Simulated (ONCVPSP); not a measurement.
**What one change does to a pseudopotential (indium, ONCV)**

| Item | Value |
| --- | --- |
| Element | indium |
| Generator | ONCVPSP 4.0.1 |
| Type | optimised norm-conserving Vanderbilt (ONCV) |
| Functional | PBE |
| Relativity | scalar-relativistic |
| Frozen core | [Kr] |
| Valence charge | 13 |
| Reference configuration | 4d10 5s2 5p1 |
| Partial waves | 5s: rc 2.35 bohr, ncon 4, nbas 8, qcut 2.2 1/bohr, 1 projector; 5p: rc 2.20 bohr, ncon 3, nbas 7, qcut 4.1 1/bohr, 2 projectors, debl 1.6 Ha; 4d: rc 1.15 bohr, ncon 3, nbas 5, qcut 7 1/bohr, 1 projector |
| Local potential | polynomial inside 1.15 bohr (lpopt 5, dvloc0 0 Ha) |
| Core correction | Teter function, fcfact 4.75, rcfact 1.55 |

Change: core correction Teter function, fcfact 4.75, rcfact 0.96.

Cutoffs: the cutoffs (Ha) at which the residual kinetic energy of the hardest occupied pseudo-wave falls to 1 and 0.1 mHa per electron; they do not see the model core or the augmentation charge, which bear on the density cutoff. Errors are all-electron minus pseudo energies relative to the spin-unpolarised reference configuration.

Task: Predict the effect on cutoff, ghosts and configuration errors.

Result: The potential gets neither clearly harder nor softer (62 Ha and 102 Ha → 62 Ha and 102 Ha); both files keep a bound ghost (p, s); of the 3 tests that both files solve, the error grows in 1 and shrinks in 2 by more than 15 % and 0.3 meV (median size 8.6 → 17.7 meV). A model core, the more so a compact one, raises the density cutoff, which this test does not measure.

| quantity | base | changed |
| --- | --- | --- |
| cutoff, loose | 62 Ha | 62 Ha |
| cutoff, tight | 102 Ha | 102 Ha |
| bound ghosts | s, p | s, p |
| GHOST(+) flags under 300 eV | none | none |
| tests with a reliable result | 3 of 4 | 3 of 4 |
| error for 4d10 5s2 5p0, meV [ΔE 5.36 eV] | -1.6 | -0.5 |
| error for 4d10 5s1 5p0, meV [ΔE 24.60 eV] | -8.6 | +18 |
| error for 4d9 5s2 5p1, meV [ΔE 25.12 eV] | -58 | -24 |
| s: phases at 2.39 bohr within 0.05 rad from the reference energy up to (Ha; the scan ends near 5) | 0.7 | 0.7 |
| p: phases at 2.23 bohr within 0.05 rad from the reference energy up to (Ha; the scan ends near 5) | 3.6 | 3.6 |
| d: phases at 1.17 bohr within 0.05 rad from the reference energy up to (Ha; the scan ends near 5) | to the end of the scan | to the end of the scan |
| rms error of d²Exc/dni dnj with the model core, mHa | 0.43 | 3.16 |

 A true bound ghost makes a file unfit for plane-wave use even where its test errors are small: the radial tests pick states by their node count and pass the ghost by.
